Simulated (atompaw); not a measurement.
What one change does to a pseudopotential (Ce (Z = 58), PAW (atompaw))

cerium, PAW, made with atompaw 4.2.0.5 (PBE, scalar-relativistic). Core [Kr] 4d10 4f1, reference 5s2 5p6 5d1 6s2 6p0. Waves: 5s (bound); 6s (bound); 5p (bound); 6p (bound, empty); 5d (bound); 5d channel at 1.4 Ry. Local part: bessel scheme, radius 2.25 bohr. Core correction: smooth core density matched at 1.80 bohr. Augmentation charge: sinc compensation charge, radius 2.30 bohr; PAW radius 3.00 bohr; waves and projectors: bloechl.

All-electron outer shells of the reference configuration (PBE, scalar-relativistic, ld1.x):

```
shell  level (eV)  outermost node (bohr)  outermost maximum (bohr)
   4d     -110.49                   0.31                      0.66
   5s      -40.59                   0.75                      1.37
   5p      -23.22                   0.81                      1.55
   4f       -5.38                      –                      0.71
   6s       -3.74                   1.82                      3.72
   5d       -3.06                   0.92                      2.15
   6p       -1.35                   2.16                      4.90
```

Change: all radii scaled by about 1.29 (s 3.30, p 2.72, d 3.88 bohr); local potential bessel scheme, radius 2.90 bohr; augmentation sinc compensation charge, radius 2.98 bohr; PAW radius 3.88 bohr; waves and projectors: bloechl; core correction smooth core density matched at 2.32 bohr.

Cutoffs: the cutoffs (Ry, on a coarse ladder) from which the occupation-weighted sum of valence levels, in a spherical-Bessel basis at the reference potential, stays within 10 and 1 mRy of its value at 400 Ry; they do not see the model core or the augmentation charge, which bear on the density cutoff.

Task: What does the change do?

Result: The potential gets softer (15 Ry and 18 Ry → 12 Ry and 15 Ry); neither file shows a bound ghost. A larger radius leaves more room for a smooth pseudo-wave, so fewer plane waves are needed.

| quantity | base | changed |
| --- | --- | --- |
| cutoff, loose | 15 Ry | 12 Ry |
| cutoff, tight | 18 Ry | 15 Ry |
| loose cutoff by channel (10 mRy a level) | s 8 Ry, p 12 Ry, d 10 Ry | s 8 Ry, p 8 Ry, d 8 Ry |
| bound ghosts | none | none |
| lowest overlap eigenvalue by channel | s 0.42, p 0.62, d 0.86 | s 0.56, p 0.67, d 0.88 |

 The cutoffs see the waves, projectors and local potential, not the compensation charge or the core.
